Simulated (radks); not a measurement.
The numbers below are computed, except where a source is named.
Initial-state core-level shifts of neutral lutetium when its valence configuration changes from [Xe] 4f14 5d1 6s2. Code: a radial shooting solver on a logarithmic mesh with Libxc functionals. Model: scalar-relativistic Kohn-Sham, r2SCAN, spin-polarised, spherical densities, finite nucleus; open shells are filled with parallel spins first (spin-orbit coupling, left out, can overturn this in heavy ions); meta-GGA in the generalised Kohn-Sham scheme; Fermi nuclear charge, rms radius 5.37 fm. Shifts are changes of the shell-averaged eigenvalues in eV (positive: less bound); the change of the density at the nucleus, which sets a Mossbauer isomer shift, is in e/bohr^3, on a base of 1.176e+06.

valence                    2s       3p       4s       5s  density at nucleus
4f13 5d2 6s2           -8.086   -8.994   -8.554   -3.991               +59.0
4f14 5d2 6s1           +1.397   +1.386   +1.397   +1.454               -45.6
4f14 5d1 6s1 6p1       -1.161   -1.154   -1.161   -1.211               -40.4
4f13.5 5d1 6s2 6p0.5   -5.638   -6.053   -5.872   -3.733               +38.1
4f13 5d1 6s2 6p1      -11.736  -12.609  -12.180   -7.630               +80.2
4f13 5d1 6s1 6p2      -12.722  -13.592  -13.170   -8.655               +26.7
4f13.5 5d1 6s1 6p1.5   -6.710   -7.120   -6.946   -4.850                -8.5
4f14 6s2 6p1           -3.171   -3.133   -3.155   -3.263               +17.6
4f12 5d1 6s1 6p3      -25.873  -27.780  -26.640  -16.552              +105.1
